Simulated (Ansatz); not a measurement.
Ansatz (an electronic-structure program) job for C2H5BO3, SMILES CC(=O)OBO, PBE-D3(BJ)/def2-SVP. 

Ansatz 0.2 input:
```yaml
crystal:
  periodic: [false, false, false]
  atoms:
    - {symbol: B, position_ang: [-0.41316453, 0.99100539, 1.02688137]}
    - {symbol: H, position_ang: [-1.31538296, 1.59463618, 0.51609147]}
    - {symbol: O, position_ang: [0.32161486, 0.03107146, 0.34559655]}
    - {symbol: C, position_ang: [-0.07342653, -0.50675644, -0.84310346]}
    - {symbol: C, position_ang: [1.07654644, -1.16096068, -1.54567184]}
    - {symbol: O, position_ang: [-1.20166420, -0.46595609, -1.23461021]}
    - {symbol: H, position_ang: [0.73316768, -1.61442220, -2.48161547]}
    - {symbol: H, position_ang: [1.52317981, -1.92556750, -0.89314593]}
    - {symbol: H, position_ang: [1.85923307, -0.41487836, -1.74886008]}
    - {symbol: O, position_ang: [-0.04937956, 1.27143456, 2.29069234]}
    - {symbol: H, position_ang: [0.68233662, 0.71910807, 2.59234538]}
basis:
  gaussian:
    orbitals: def2-SVP
hamiltonian:
  xc: pbe
  dispersion: d3bj
relax: {f_tol: 0.002, max_steps: 200}
```

Program output:

```
WARN ansatz: RAYON_NUM_THREADS=1 ignored (pool sized by the plan → 1); use --threads N
Functional definition: PBE
integrals: 0.05 GiB planned
1189 factors; their error is unknown
mean field: 0.29 GiB planned
mean field evaluation 1: about -8947.3853 eV, gradient 7.7e1 eV
mean field evaluation 2: about -8924.0310 eV, gradient 1.3e2 eV
mean field evaluation 4: about -8958.6028 eV, gradient 1.1e1 eV
mean field evaluation 8: about -8958.8207 eV, gradient 1.5e-1 eV
mean field evaluation 16: about -8958.7792 eV, gradient 1.1e-3 eV
mean field -8958.77924650 eV, -329.2290648302 hartree, gradient 3.1e-5 eV, S^2 0.000000; 0 other end points of the search recorded, 0 dependent functions left out
the calculation of the forces begins
reference -8958.77928071 eV, -329.2290660873 hartree; 23, 23 occupied and 86, 86 virtual orbitals, 1189 factors
relax step   1: F+E_penalty+E_count = -8958.96530734 eV  Δ(F+E_penalty+E_count) = +0.000e0 eV  max|allowed force component| = 1.243e0 eV/Å  Δτ_max = 0.0000 Å  (30 SCF iters, accepted)
these checks for a lower state are left out or cut short: starts, cluster_reference, orbital_swaps, neighbouring_geometries, increment
integrals: 0.05 GiB planned
1189 factors; their error is unknown
mean field: 0.29 GiB planned
mean field -8958.80904415 eV, -329.2301598737 hartree, gradient 1.5e-5 eV, S^2 0.000000; 0 other end points of the search recorded, 0 dependent functions left out
the calculation of the forces begins
reference -8958.80907854 eV, -329.2301611375 hartree; 23, 23 occupied and 86, 86 virtual orbitals, 1189 factors
relax step   2: F+E_penalty+E_count = -8958.99408045 eV  Δ(F+E_penalty+E_count) = -2.877e-2 eV  max|allowed force component| = 2.094e-1 eV/Å  Δτ_max = 0.0208 Å  (33 SCF iters, accepted)
these checks for a lower state are left out or cut short: starts, cluster_reference, orbital_swaps, neighbouring_geometries, increment
integrals: 0.05 GiB planned
1189 factors; their error is unknown
mean field: 0.29 GiB planned
mean field evaluation 32: about -8958.8125 eV, gradient 1.0e-3 eV
mean field -8958.81253604 eV, -329.2302881983 hartree, gradient 1.5e-5 eV, S^2 0.000000; 0 other end points of the search recorded, 0 dependent functions left out
the calculation of the forces begins
reference -8958.81257051 eV, -329.2302894649 hartree; 23, 23 occupied and 86, 86 virtual orbitals, 1189 factors
relax step   3: F+E_penalty+E_count = -8958.99715047 eV  Δ(F+E_penalty+E_count) = -3.070e-3 eV  max|allowed force component| = 1.105e-1 eV/Å  Δτ_max = 0.0090 Å  (33 SCF iters, accepted)
these checks for a lower state are left out or cut short: starts, cluster_reference, orbital_swaps, neighbouring_geometries, increment
integrals: 0.05 GiB planned
1189 factors; their error is unknown
mean field: 0.29 GiB planned
mean field -8958.81235934 eV, -329.2302817047 hartree, gradient 1.5e-5 eV, S^2 0.000000; 0 other end points of the search recorded, 0 dependent functions left out
the calculation of the forces begins
reference -8958.81239381 eV, -329.2302829713 hartree; 23, 23 occupied and 86, 86 virtual orbitals, 1189 factors
relax step   4: F+E_penalty+E_count = -8958.99719726 eV  Δ(F+E_penalty+E_count) = -4.679e-5 eV  max|allowed force component| = 5.431e-2 eV/Å  Δτ_max = 0.0151 Å  (33 SCF iters, accepted)
these checks for a lower state are left out or cut short: starts, cluster_reference, orbital_swaps, neighbouring_geometries, increment
integrals: 0.05 GiB planned
1189 factors; their error is unknown
mean field: 0.29 GiB planned
mean field -8958.81262840 eV, -329.2302915923 hartree, gradient 1.5e-5 eV, S^2 0.000000; 0 other end points of the search recorded, 0 dependent functions left out
the calculation of the forces begins
reference -8958.81266289 eV, -329.2302928598 hartree; 23, 23 occupied and 86, 86 virtual orbitals, 1189 factors
relax step   5: F+E_penalty+E_count = -8958.99728781 eV  Δ(F+E_penalty+E_count) = -9.055e-5 eV  max|allowed force component| = 4.699e-2 eV/Å  Δτ_max = 0.0099 Å  (32 SCF iters, accepted)
these checks for a lower state are left out or cut short: starts, cluster_reference, orbital_swaps, neighbouring_geometries, increment
integrals: 0.05 GiB planned
1189 factors; their error is unknown
mean field: 0.29 GiB planned
mean field -8958.81288656 eV, -329.2303010797 hartree, gradient 1.5e-5 eV, S^2 0.000000; 0 other end points of the search recorded, 0 dependent functions left out
the calculation of the forces begins
reference -8958.81292104 eV, -329.2303023468 hartree; 23, 23 occupied and 86, 86 virtual orbitals, 1189 factors
relax step   6: F+E_penalty+E_count = -8958.99754933 eV  Δ(F+E_penalty+E_count) = -2.615e-4 eV  max|allowed force component| = 1.329e-2 eV/Å  Δτ_max = 0.0056 Å  (33 SCF iters, accepted)
these checks for a lower state are left out or cut short: starts, cluster_reference, orbital_swaps, neighbouring_geometries, increment
integrals: 0.05 GiB planned
1189 factors; their error is unknown
mean field: 0.29 GiB planned
mean field -8958.81284746 eV, -329.2302996426 hartree, gradient 1.8e-5 eV, S^2 0.000000; 0 other end points of the search recorded, 0 dependent functions left out
the calculation of the forces begins
reference -8958.81288193 eV, -329.2303009095 hartree; 23, 23 occupied and 86, 86 virtual orbitals, 1189 factors
relax step   7: F+E_penalty+E_count = -8958.99757382 eV  Δ(F+E_penalty+E_count) = -2.449e-5 eV  max|allowed force component| = 7.613e-3 eV/Å  Δτ_max = 0.0041 Å  (23 SCF iters, accepted)
these checks for a lower state are left out or cut short: starts, cluster_reference, orbital_swaps, neighbouring_geometries, increment
integrals: 0.05 GiB planned
1189 factors; their error is unknown
mean field: 0.29 GiB planned
mean field evaluation 64: about -8958.8129 eV, gradient 2.1e-4 eV
mean field -8958.81286095 eV, -329.2303001386 hartree, gradient 1.5e-5 eV, S^2 0.000000; 0 other end points of the search recorded, 0 dependent functions left out
the calculation of the forces begins
reference -8958.81289543 eV, -329.2303014055 hartree; 23, 23 occupied and 86, 86 virtual orbitals, 1189 factors
relax step   8: F+E_penalty+E_count = -8958.99758121 eV  Δ(F+E_penalty+E_count) = -7.382e-6 eV  max|allowed force component| = 3.237e-3 eV/Å  Δτ_max = 0.0056 Å  (23 SCF iters, accepted)
these checks for a lower state are left out or cut short: starts, cluster_reference, orbital_swaps, neighbouring_geometries, increment
integrals: 0.05 GiB planned
1189 factors; their error is unknown
mean field: 0.29 GiB planned
mean field -8958.81285832 eV, -329.2303000418 hartree, gradient 1.1e-5 eV, S^2 0.000000; 0 other end points of the search recorded, 0 dependent functions left out
the calculation of the forces begins
reference -8958.81289279 eV, -329.2303013086 hartree; 23, 23 occupied and 86, 86 virtual orbitals, 1189 factors
relax step   9: F+E_penalty+E_count = -8958.99758272 eV  Δ(F+E_penalty+E_count) = -1.517e-6 eV  max|allowed force component| = 2.361e-3 eV/Å  Δτ_max = 0.0014 Å  (23 SCF iters, accepted)
these checks for a lower state are left out or cut short: starts, cluster_reference, orbital_swaps, neighbouring_geometries, increment
integrals: 0.05 GiB planned
1189 factors; their error is unknown
mean field: 0.29 GiB planned
mean field -8958.81285590 eV, -329.2302999528 hartree, gradient 2.6e-5 eV, S^2 0.000000; 0 other end points of the search recorded, 0 dependent functions left out
the calculation of the forces begins
reference -8958.81289037 eV, -329.2303012195 hartree; 23, 23 occupied and 86, 86 virtual orbitals, 1189 factors
relax step  10: F+E_penalty+E_count = -8958.99758377 eV  Δ(F+E_penalty+E_count) = -1.050e-6 eV  max|allowed force component| = 1.287e-3 eV/Å  Δτ_max = 0.0020 Å  (21 SCF iters, accepted)
these checks for a lower state are left out or cut short: starts, cluster_reference, orbital_swaps, neighbouring_geometries, increment
integrals: 0.05 GiB planned
1189 factors; their error is unknown
mean field: 0.29 GiB planned
mean field -8958.81285391 eV, -329.2302998796 hartree, gradient 1.7e-5 eV, S^2 0.000000; 0 other end points of the search recorded, 0 dependent functions left out
the calculation of the forces begins
reference -8958.81288837 eV, -329.2303011462 hartree; 23, 23 occupied and 86, 86 virtual orbitals, 1189 factors
relax step  11: F+E_penalty+E_count = -8958.99758462 eV  Δ(F+E_penalty+E_count) = -8.482e-7 eV  max|allowed force component| = 1.525e-3 eV/Å  Δτ_max = 0.0029 Å  (23 SCF iters, accepted)
these checks for a lower state are left out or cut short: starts, cluster_reference, orbital_swaps, neighbouring_geometries, increment
integrals: 0.05 GiB planned
1189 factors; their error is unknown
mean field: 0.29 GiB planned
mean field -8958.81284902 eV, -329.2302996999 hartree, gradient 1.4e-5 eV, S^2 0.000000; 0 other end points of the search recorded, 0 dependent functions left out
the calculation of the forces begins
reference -8958.81288348 eV, -329.2303009663 hartree; 23, 23 occupied and 86, 86 virtual orbitals, 1189 factors
relax step  12: F+E_penalty+E_count = -8958.99758353 eV  Δ(F+E_penalty+E_count) = +1.096e-6 eV  max|allowed force component| = 4.096e-3 eV/Å  Δτ_max = 0.0026 Å  (24 SCF iters, rejected (line search))
these checks for a lower state are left out or cut short: starts, cluster_reference, orbital_swaps, neighbouring_geometries, increment
integrals: 0.05 GiB planned
1189 factors; their error is unknown
mean field: 0.29 GiB planned
mean field evaluation 96: about -8958.8129 eV, gradient 2.5e-5 eV
mean field -8958.81285194 eV, -329.2302998074 hartree, gradient 2.5e-5 eV, S^2 0.000000; 0 other end points of the search recorded, 0 dependent functions left out
the calculation of the forces begins
reference -8958.81288640 eV, -329.2303010739 hartree; 23, 23 occupied and 86, 86 virtual orbitals, 1189 factors
relax step  13: F+E_penalty+E_count = -8958.99758487 eV  Δ(F+E_penalty+E_count) = -2.443e-7 eV  max|allowed force component| = 2.386e-3 eV/Å  Δτ_max = 0.0013 Å  (22 SCF iters, accepted)
these checks for a lower state are left out or cut short: starts, cluster_reference, orbital_swaps, neighbouring_geometries, increment
integrals: 0.05 GiB planned
1189 factors; their error is unknown
mean field: 0.29 GiB planned
mean field -8958.81285333 eV, -329.2302998584 hartree, gradient 2.3e-5 eV, S^2 0.000000; 0 other end points of the search recorded, 0 dependent functions left out
the calculation of the forces begins
reference -8958.81288779 eV, -329.2303011247 hartree; 23, 23 occupied and 86, 86 virtual orbitals, 1189 factors
relax step  14: F+E_penalty+E_count = -8958.99758546 eV  Δ(F+E_penalty+E_count) = -5.913e-7 eV  max|allowed force component| = 1.604e-3 eV/Å  Δτ_max = 0.0012 Å  (22 SCF iters, accepted)
integrals: 0.05 GiB planned
1189 factors; their error is unknown
mean field: 0.29 GiB planned
mean field -8958.81285333 eV, -329.2302998584 hartree, gradient 2.3e-5 eV, S^2 0.000000; 1 other end points of the search recorded, 0 dependent functions left out
the calculation of the forces begins
reference -8958.81288779 eV, -329.2303011247 hartree; 23, 23 occupied and 86, 86 virtual orbitals, 1189 factors
Total energy: -8958.99761992 eV, -329.2370899052 hartree
Atom 0 at    -0.411163     1.002127     1.033980 Å, force     0.000573     0.000654    -0.001604 eV/Å
Atom 1 at    -1.307165     1.624121     0.514327 Å, force    -0.000304    -0.000319     0.000438 eV/Å
Atom 2 at     0.326105     0.027518     0.357076 Å, force    -0.001125     0.000418     0.001161 eV/Å
Atom 3 at    -0.081118    -0.516947    -0.849736 Å, force     0.001201    -0.000845    -0.001092 eV/Å
Atom 4 at     1.080759    -1.166490    -1.557412 Å, force    -0.000372    -0.000207     0.000130 eV/Å
Atom 5 at    -1.223645    -0.481051    -1.238176 Å, force     0.000017     0.000185     0.000088 eV/Å
Atom 6 at     0.737533    -1.631724    -2.497110 Å, force     0.000108     0.000164     0.000125 eV/Å
Atom 7 at     1.544787    -1.928389    -0.899669 Å, force    -0.000044     0.000188    -0.000093 eV/Å
Atom 8 at     1.862721    -0.409550    -1.769267 Å, force    -0.000313    -0.000056    -0.000066 eV/Å
Atom 9 at    -0.057684     1.286088     2.311990 Å, force     0.000346    -0.000255     0.000762 eV/Å
Atom 10 at     0.671931     0.713011     2.618598 Å, force    -0.000087     0.000073     0.000150 eV/Å
Dipole moment:     0.648328    -0.244276     0.086974 e Å
```

The calculation finished and met its thresholds.
